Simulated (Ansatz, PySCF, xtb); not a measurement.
Potential energy curve for CH₃F, SMILES CF. The C1–F5 bond (C1 also carries H, H, H; F5 carries nothing else) is varied alone, starting from the PBE0/def2-TZVP optimised geometry.

Levels: UMP2/3-21G = unrestricted MP2 (frozen core)/3-21G run with PySCF 2.14.0; GFN1-xTB (xtb); UHF/cc-pVTZ (Ansatz, a quantum-chemistry and plane-wave program); RKS-B3LYP/3-21G = restricted B3LYP/3-21G in PySCF; RHF/LANL2DZ = restricted Hartree-Fock/LANL2DZ in PySCF.

Energies are in kJ/mol, each relative to the lowest point of its own curve near equilibrium.

| R / Å | UMP2/3-21G | GFN1-xTB | UHF | RKS-B3LYP/3-21G | RHF/LANL2DZ |
|---|---|---|---|---|---|
| 1.03 | 632.5 | 423.1 | 454.6 | 594.7 | 599.3 |
| 1.12 | 307.8 | 175.0 | 192.7 | 284.9 | 285.3 |
| 1.19 | 158.4 | 73.1 | 81.5 | 144.2 | 142.8 |
| 1.23 | 101.3 | 38.4 | 43.0 | 90.9 | 89.0 |
| 1.28 | 51.7 | 12.3 | 13.7 | 45.2 | 43.1 |
| 1.32 | 25.8 | 2.1 | 2.2 | 21.8 | 19.8 |
| 1.38 | 4.9 | 0.0 | 0.0 | 3.5 | 2.4 |
| 1.43 | 0.0 | 7.3 | … | 0.0 | 0.0 |
| 1.46 | 1.3 | 14.6 | 16.9 | 1.9 | 2.7 |
| 1.51 | … | 30.6 | 35.3 | 10.2 | … |
| 1.60 | 35.7 | 67.8 | 77.8 | 37.0 | 42.9 |
| 1.71 | 82.0 | 121.2 | 138.7 | 82.2 | 92.8 |
| 1.86 | 217.9 | 198.1 | 223.1 | 153.4 | 169.9 |
| 2.07 | 326.4 | 298.3 | 280.6 | 254.7 | 277.3 |
| 2.27 | 370.9 | 376.3 | 300.4 | 343.1 | 369.5 |
| 2.47 | 392.6 | 435.2 | 309.0 | 419.5 | 449.2 |
| 2.76 | … | 491.4 | 314.3 | 508.7 | 544.3 |
| 3.05 | 414.3 | — | 316.5 | 575.8 | 619.3 |
| 3.38 | … | — | 317.7 | 629.9 | 686.1 |
| 3.78 | 419.5 | — | 318.3 | 668.8 | 746.9 |
| 4.10 | 419.9 | — | 318.6 | 685.4 | 783.6 |
| 4.80 | 420.2 | — | 319.0 | 700.5 | … |

**Question.** Complete the blanks.

**Answer.** 
- 1.43, UHF: 8.4
- 1.51, UMP2/3-21G: 9.0
- 1.51, RHF/LANL2DZ: 12.7
- 2.76, UMP2/3-21G: 407.4
- 3.38, UMP2/3-21G: 418.0
- 4.80, RHF/LANL2DZ: 838.0

A dash means that the run gave no value there, or that the column was ended at a point which the program doubted or which failed a test of continuity chosen for this set; such a test can also cut sound points.

The unrestricted determinant behind UMP2/3-21G, UHF is spin-contaminated at 1.86 to 4.80 Å (<S²> up to 1.0, against 0.00 for a pure singlet). The restricted form behind RKS-B3LYP/3-21G, RHF/LANL2DZ keeps the bonding electrons paired and can't separate into open-shell fragments.
